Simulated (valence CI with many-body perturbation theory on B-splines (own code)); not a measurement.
**Missing levels of Ge¹⁶⁺**

Method: valence CI with perturbative core correlation (CI+MBPT): six valence electrons over a frozen Dirac-Fock core [Ne], radial functions for each j: 9 s, 9 p, 8 d, 6 f, 3 g, 1 h, with the one-electron correlation potential Σ1, the two-electron term Σ2, the three-electron term Σ3, Breit, model QED; selected CI, second order for the rest, scaled by the run's own slope (own B-spline code, finite nucleus).

No measured spectrum was set against this ion. As an estimate, levels of excited configurations hold to 0.05 to 0.15 % of their energy, terms of the ground configuration to about 0.5 %. Among the levels kept, up to 1400 cm⁻¹ of a level comes from second order outside the variational space, and about a tenth of that is noise between levels of different J, which matters for small intervals.

| Level | E (cm⁻¹) |
| --- | --- |
| 3s2 3p4 3P_2 | 0 |
| 3s2 3p4 3P_0 | 33519 |
| 3s2 3p4 3P_1 | 41514 |
| 3s2 3p4 1D_2 | 73649 |
| 3s2 3p4 1S_0 | 146760 |
| 3s 3p5 3P°_2 | 432200 |
| 3s 3p5 3P°_1 | ? |
| 3s 3p5 3P°_0 | 478870 |
| 3s 3p5 1P°_1 | 551540 |
| 3s2 3p3 3d 5D°_0 | 572070 |
| 3s2 3p3 3d 5D°_2 | ? |
| 3s2 3p3 3d 5D°_3 | 572580 |
| 3s2 3p3 3d 5D°_1 | 573260 |
| 3s2 3p3 3d 5D°_4 | 577880 |
| 3s2 3p3 3d 3D°_2 [a] | 600030 |
| 3s2 3p3 3d 3D°_3 [a] | ? |
| 3s2 3p3 3d 3D°_1 [a] | ? |
| 3s2 3p3 3d 3F°_2 [a] | ? |
| 3s2 3p3 3d 1S°_0 | ? |
| 3s2 3p3 3d 3F°_3 [a] | 632490 |

Names give the largest LS component (configuration and term), which can be under half, so a name can repeat, a term be missing and a line seem to break the LS rules; names also repeat where a configuration has a term twice. Letters in brackets count levels of one name in rising energy.

(1) The levels stand in rising order. What does the calculation give for the missing energies?

Results:

(1) 3s 3p5 3P°_1 457840; 3s2 3p3 3d 5D°_2 572260; 3s2 3p3 3d 3D°_3 [a] 617260; 3s2 3p3 3d 3D°_1 [a] 621230; 3s2 3p3 3d 3F°_2 [a] 625550; 3s2 3p3 3d 1S°_0 630230.
